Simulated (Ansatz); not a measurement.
`CB1N[SiH2]1` + H₂Te → `[TeH]B1N[SiH2]1` + CH₄ at 600 K and 1 bar (ligand exchange at a B–C bond).

Isolated molecules relaxed with PBE0-D4/def2-TZVP in Ansatz; ΔE leaves out vibrations. CBS: MP2 limit from def2 TZ/QZ plus the TZ coupled-cluster correction, frozen cores. This one scheme is used for every species. Elements past krypton have def2 core potentials. For Te outer-core shells are correlated without core-valence functions, which leaves a few kJ/mol of doubt a bond.

```csv
species,CCSD(T)/CBS energy (Eh),H − E (kJ/mol),S (J/(mol·K))
`CB1N[SiH2]1`,-410.25190,245.7,392.3
H₂Te,-268.91024,52.9,255.0
`[TeH]B1N[SiH2]1`,-638.72259,167.6,411.0
CH₄,-40.46206,140.4,215.7
```

H − E and S are ideal-gas, rigid-rotor, harmonic terms from PBE0-D4/def2-TZVP. 1 Eh = 2625.50 kJ/mol, R = 8.31446 J/(mol·K).

Q: By hand: ΔE, ΔH, ΔS and ΔG.

A: ΔE = (-638.72259) + (-40.46206) − (-410.25190) − (-268.91024) = -0.02251 Eh = -59.1 kJ/mol. Δ(H − E) = 167.6 + 140.4 − 245.7 − 52.9 = 9.4, so ΔH = -49.7 kJ/mol. ΔS = 411.0 + 215.7 − 392.3 − 255.0 = -20.6 J/(mol·K). ΔG = -49.7 − 600 × (-20.6)/1000 = -37.3 kJ/mol.

Q: By hand: the equilibrium constant, and the temperature at which ΔG would vanish if ΔH and ΔS stayed fixed.

A: log₁₀ K = −ΔG/(RT ln 10) = 3.2. ΔG = 0 at ΔH/ΔS = 2413 K.

ΔH outweighs TΔS. A doubt of 5 kJ/mol in ΔE shifts log₁₀ K by 0.4 here. These are equilibria of isolated gas molecules and say nothing of rates. Largest T1 diagnostic: 0.013 (customary marks: 0.02 for closed shells, 0.045 for open ones).
